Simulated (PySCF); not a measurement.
C3H9Bi, charge +1, doublet, at a GFN2-xTB geometry (such geometries of metal compounds can be far from the true shape) (a state made from the parent by changing its charge; the spin is typed, not shown lowest) (core potentials on Bi); PySCF with DF-SCAN/def2-TZVP.

Here is a job for PySCF.
```python
from pyscf import gto, scf, dft

mol = gto.M(
    atom='''
Bi   -0.004111   -0.003224    0.259709
C    -1.134524   -1.658985   -0.783252
H    -0.819267   -1.639521   -1.818692
H    -2.194544   -1.472106   -0.698374
H    -0.885544   -2.609667   -0.335718
C    -0.859913    1.836420   -0.735508
H    -0.987118    1.587288   -1.781287
H    -0.169540    2.657786   -0.615041
H    -1.813550    2.081569   -0.292166
C     2.029791   -0.149709   -0.714419
H     1.891143    0.118704   -1.753955
H     2.394722   -1.161652   -0.621866
H     2.712828    0.538869   -0.239662
''',
    basis='def2-tzvp',
    ecp={'Bi': 'def2-tzvp'},
    charge=1,
    spin=1,
    verbose=5,
)

mf = dft.UKS(mol)
mf.xc = 'scan'
mf.grids.prune = dft.gen_grid.sg1_prune
mf = mf.density_fit(auxbasis='def2-universal-jkfit')
mf.kernel()
mf.analyze()
```

It wrote (shortened):

```
PySCF version 2.14.0

[INPUT] verbose = 5
[INPUT] max_memory = 4000
[INPUT] num. atoms = 13
[INPUT] num. electrons = 49
[INPUT] charge = 1
[INPUT] spin (= nelec alpha-beta = 2S) = 1
[INPUT] symmetry False subgroup None
[INPUT] Mole.unit = angstrom
[INPUT] Symbol           X                Y                Z      unit          X                Y                Z       unit  Magmom
[INPUT]  1 Bi    -0.004111000000  -0.003224000000   0.259709000000 AA   -0.007768664098  -0.006092477026   0.490778882085 Bohr   0.0
[INPUT]  2 C     -1.134524000000  -1.658985000000  -0.783252000000 AA   -2.143939641746  -3.135027294762  -1.480131766518 Bohr   0.0
[INPUT]  3 H     -0.819267000000  -1.639521000000  -1.818692000000 AA   -1.548190252894  -3.098245665473  -3.436829784937 Bohr   0.0
[INPUT]  4 H     -2.194544000000  -1.472106000000  -0.698374000000 AA   -4.147087128308  -2.781877166329  -1.319735592517 Bohr   0.0
[INPUT]  5 H     -0.885544000000  -2.609667000000  -0.335718000000 AA   -1.673435631252  -4.931555906315  -0.634415075087 Bohr   0.0
[INPUT]  6 C     -0.859913000000   1.836420000000  -0.735508000000 AA   -1.625000060953   3.470330849674  -1.389908682427 Bohr   0.0
[INPUT]  7 H     -0.987118000000   1.587288000000  -1.781287000000 AA   -1.865382672628   2.999539600809  -3.366144579248 Bohr   0.0
[INPUT]  8 H     -0.169540000000   2.657786000000  -0.615041000000 AA   -0.320384167159   5.022487637703  -1.162259045379 Bohr   0.0
[INPUT]  9 H     -1.813550000000   2.081569000000  -0.292166000000 AA   -3.427112813205   3.933595319385  -0.552113722910 Bohr   0.0
[INPUT] 10 C      2.029791000000  -0.149709000000  -0.714419000000 AA    3.835749080107  -0.282909008383  -1.350056248186 Bohr   0.0
[INPUT] 11 H      1.891143000000   0.118704000000  -1.753955000000 AA    3.573742332388   0.224318049890  -3.314494584812 Bohr   0.0
[INPUT] 12 H      2.394722000000  -1.161652000000  -0.621866000000 AA    4.525368724471  -2.195204132053  -1.175156426179 Bohr   0.0
[INPUT] 13 H      2.712828000000   0.538869000000  -0.239662000000 AA    5.126501943052   1.018314827018  -0.452895542466 Bohr   0.0
[INPUT] ---------------- BASIS SET ----------------
[INPUT] l, kappa, [nprim/nctr], expnt,             c_1 c_2 ...
[INPUT] Bi
[INPUT] 0    0    [4    /1   ]  716.4143531       0.00031254307133
                                83.806059047      0.0017624768946
                                21.116962853      -0.21910983437
                                15.491448187      0.40411224931
[INPUT] 0    0    [2    /1   ]  23.239855029      -0.068255758685
                                6.6474255         0.97888046471
[INPUT] 0    0    [1    /1   ]  1.7617744005         1
[INPUT] 0    0    [1    /1   ]  0.87252866           1
[INPUT] 0    0    [1    /1   ]  0.25618895997        1
[INPUT] 0    0    [1    /1   ]  0.097073913006       1
[INPUT] 1    0    [3    /1   ]  15.249644669      0.74560356
                                14.846176053      -0.85578637338
                                7.0636826784      0.40149159592
[INPUT] 1    0    [3    /1   ]  2.5881255616      0.35542729633
                                1.5020208499      0.6397699189
                                0.76732724388     0.32332773839
[INPUT] 1    0    [1    /1   ]  0.32797648982        1
[INPUT] 1    0    [1    /1   ]  0.13820335991        1
[INPUT] 1    0    [1    /1   ]  0.055137330969       1
[INPUT] 2    0    [6    /1   ]  66.404481948      0.00038102878348
                                13.858426961      0.010746152442
                                7.0654519         -0.071947646845
                                2.5252144035      0.26195974989
                                1.3419585         0.4259475
                                0.68340941        0.33680325627
[INPUT] 2    0    [1    /1   ]  0.3293475542         1
[INPUT] 2    0    [1    /1   ]  0.14                 1
[INPUT] 3    0    [1    /1   ]  0.31271              1
[INPUT] 3    0    [1    /1   ]  1.05                 1
[INPUT] C
[INPUT] 0    0    [6    /1   ]  13575.349682      0.00022245814352
                                2035.233368       0.0017232738252
                                463.22562359      0.0089255715314
                                131.20019598      0.035727984502
                                42.853015891      0.11076259931
                                15.584185766      0.24295627626
[INPUT] 0    0    [2    /1   ]  6.2067138508      0.41440263448
                                2.5764896527      0.23744968655
[INPUT] 0    0    [1    /1   ]  0.57696339419        1
[INPUT] 0    0    [1    /1   ]  0.22972831358        1
[INPUT] 0    0    [1    /1   ]  0.095164440028       1
[INPUT] 1    0    [4    /1   ]  34.697232244      0.0053333657805
                                7.9582622826      0.035864109092
                                2.3780826883      0.14215873329
                                0.81433208183     0.34270471845
[INPUT] 1    0    [1    /1   ]  0.28887547253        1
[INPUT] 1    0    [1    /1   ]  0.10056823671        1
[INPUT] 2    0    [1    /1   ]  1.097                1
[INPUT] 2    0    [1    /1   ]  0.318                1
[INPUT] 3    0    [1    /1   ]  0.761                1
[INPUT] H
[INPUT] 0    0    [3    /1   ]  34.061341         0.0060251978
                                5.1235746         0.045021094
                                1.1646626         0.20189726
[INPUT] 0    0    [1    /1   ]  0.32723041           1
[INPUT] 0    0    [1    /1   ]  0.10307241           1
[INPUT] 1    0    [1    /1   ]  0.8                  1

nuclear repulsion = 199.856417798945
number of shells = 85
number of NR pGTOs = 301
number of NR cGTOs = 197
basis = def2-tzvp
ecp = {'Bi': 'def2-tzvp'}

******** <class 'pyscf.df.df_jk.DFUKS'> ********
method = DFUKS
initial guess = minao
damping factor = 0
level_shift factor = 0
DIIS = <class 'pyscf.scf.diis.CDIIS'>
diis_start_cycle = 1
diis_space = 8
diis_damp = 0
SCF conv_tol = 1e-09
SCF conv_tol_grad = None
SCF max_cycles = 50
direct_scf = False
number electrons alpha = 25  beta = 24
XC library pyscf.dft.libxc version 7.1.2
    S. Lehtola, C. Steigemann, M. J. T. Oliveira, and M. A. L. Marques,  SoftwareX 7, 1–5 (2018)
XC functionals = scan
    J. Sun, A. Ruzsinszky, and J. P. Perdew,  Phys. Rev. Lett. 115, 036402 (2015)
    J. Sun, A. Ruzsinszky, and J. P. Perdew,  Phys. Rev. Lett. 115, 036402 (2015)
radial grids:
    Treutler-Ahlrichs [JCP 102, 346 (1995); DOI:10.1063/1.469408] (M4) radial grids

becke partition: Becke, JCP 88, 2547 (1988); DOI:10.1063/1.454033
pruning grids: <function sg1_prune>
grids dens level: 3
symmetrized grids: False
atomic radii adjust function: <function treutler_atomic_radii_adjust>
small_rho_cutoff = 0
Set gradient conv threshold to 3.16228e-05
Density of valence part of ANO basis will be used as initial guess for Bi
Traceback (most recent call last):
  File "input.py", line 30, in <module>
  File "<string>", line 2, in kernel
  File "site-packages/pyscf/scf/hf.py", line 2099, in scf
  File "site-packages/pyscf/scf/hf.py", line 132, in kernel
  File "site-packages/pyscf/dft/uks.py", line 42, in get_veff
  File "site-packages/pyscf/dft/uks.py", line 192, in initialize_grids
  File "site-packages/pyscf/dft/rks.py", line 506, in initialize_grids
  File "site-packages/pyscf/dft/gen_grid.py", line 653, in build
  File "<string>", line 6, in gen_atomic_grids
  File "site-packages/pyscf/dft/gen_grid.py", line 318, in gen_atomic_grids
  File "site-packages/pyscf/dft/gen_grid.py", line 81, in sg1_prune
IndexError: index 83 is out of bounds for axis 0 with size 19
```

The input was rejected before any calculation.
